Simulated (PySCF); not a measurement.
Computed shifts of a molecule CH₄ClFOSi, PBE0/pcSseg-1 (PySCF), GIAO, gas phase, equivalent atoms averaged, in ppm (number of nuclei): ¹³C: 0.0 (1). ²⁹Si: -6.8 (1). ¹⁹F: -126.4 (1). ¹H: 2.78 (1), 0.75 (3). References: ¹³C against TMS (σ = 186.3 ppm); ²⁹Si against TMS (σ = 352.7 ppm); ¹⁷O against H2O (σ = 334.2 ppm); ¹⁹F against CFCl3 (σ = 167.2 ppm); ³⁵Cl against HCl (σ = 945.9 ppm); ¹H against TMS (σ = 31.56 ppm), references at their B3LYP-D3(BJ)/def2-TZVP geometries, non-relativistic (without spin–orbit terms, shifts of atoms bonded to Cl or Br come out too high). Geometry: PBE0-D3(BJ)/def2-SVP. The values are those of a single conformer.

### Question
Identify the compound among the candidates.
(A) OC[Si@@H](F)Cl
(B) C[Si](O)(F)Cl
(C) CO[Si@H](F)Cl
(D) O[Si@@H](Cl)CF

### Answer
B, C[Si](O)(F)Cl
